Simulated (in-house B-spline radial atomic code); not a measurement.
Successive ionisation energies of tungsten; each step leads to the configuration of the next row (after the last: [Kr] 4d3/2(4) 4d5/2(5)). Dirac energy differences include first-order Breit, QED and recoil terms. NIST's values go from ground level to ground level; the uncertainty of those that are theory runs from under 0.1 % in few-electron ions to several per cent in heavy many-electron ones. Computed with a radial B-spline atomic code at the basis-set limit: Dirac-Hartree-Fock, jj configuration that fills j = l - 1/2 first, finite nuclei.

A number in brackets counts the electrons of a j subshell.

```csv
ion,configuration,ionisation energy (eV),tabulated value (eV),computed minus tabulated (eV),highest orbital,largest mean radius (bohr)
W15+,[Kr] 4d10 4f5/2(6) 4f7/2(5) 5s2,359.7,361.9,-2.2,5s1/2,0.93987
W16+,[Kr] 4d10 4f5/2(6) 4f7/2(5) 5s1,385.0,387.9,-2.9,5s1/2,0.92968
W17+,[Kr] 4d10 4f5/2(6) 4f7/2(5),419.6,420.7,-1.1,4f7/2,0.52411
W18+,[Kr] 4d10 4f5/2(6) 4f7/2(4),459.3,462.1,-2.8,4f7/2,0.51372
W19+,[Kr] 4d10 4f5/2(6) 4f7/2(3),?,?,?,?,?
W20+,[Kr] 4d10 4f5/2(6) 4f7/2(2),542.5,543.4,-0.9,4f7/2,0.4947
W21+,[Kr] 4d10 4f5/2(6) 4f7/2(1),585.9,594.5,-8.6,4f7/2,0.48594
W22+,[Kr] 4d10 4f5/2(6),?,?,?,?,?
W23+,[Kr] 4d10 4f5/2(5),684.5,685.6,-1.1,4f5/2,0.4745
W24+,[Kr] 4d10 4f5/2(4),731.6,734.1,-2.5,4f5/2,0.47015
W25+,[Kr] 4d10 4f5/2(3),779.7,784.4,-4.7,4f5/2,0.46582
W26+,[Kr] 4d10 4f5/2(2),828.9,833.4,-4.5,4f5/2,0.46151
W27+,[Kr] 4d10 4f5/2(1),?,?,?,?,?
W28+,[Kr] 4d10,1128.2,1132.2,-4.0,4d5/2,0.45301
```

Question: Fill in the row of W19+.

Answer: ionisation energy (eV): 500.3; tabulated value (eV): 502.6; computed minus tabulated (eV): -2.3; highest orbital: 4f7/2; largest mean radius (bohr): 0.50394.

Question: Fill in the row of W22+.

Answer: ionisation energy (eV): 638.6; tabulated value (eV): 640.6; computed minus tabulated (eV): -2.0; highest orbital: 4f5/2; largest mean radius (bohr): 0.47887.

Question: Fill in the row of W27+.

Answer: ionisation energy (eV): 879.2; tabulated value (eV): 881.4; computed minus tabulated (eV): -2.2; highest orbital: 4f5/2; largest mean radius (bohr): 0.45724.

Question: How far is this level of theory from the measured and semi-empirical values?

Answer: Over those 14 rows the differences run from -8.57 to -0.864 eV (mean absolute value 3 eV). The calculation leaves out correlation and, in open shells, the multiplet splittings that an average leaves out.
